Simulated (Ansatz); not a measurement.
Results of the Gaussian-basis code of Ansatz.

A structure relaxed at PBE0-D4/def2-TZVP, charge 0, multiplicity 1:

```xyz
9

O    -1.979    0.247   -0.424
Sn   -0.093    0.717   -0.213
Cl    0.022    2.074    1.684
C     0.868   -1.166    0.205
F     1.864   -1.409   -0.720
H    -2.581    0.993   -0.358
H     0.473    1.646   -1.523
H     0.120   -1.960    0.144
H     1.305   -1.143    1.205
```

Task: Give its formula and SMILES.

Result: CH4ClFOSn, `[OH][SnH]([Cl])[CH2]F`.

Task: Summarise the bond lengths by kind.

Result: 1 × O–Sn 1.956 Å; 1 × H–O 0.960 Å; 1 × Cl–Sn 2.336 Å; 1 × C–Sn 2.155 Å; 1 × H–Sn 1.702 Å; 1 × C–F 1.381 Å; 2 × C–H 1.092 Å.
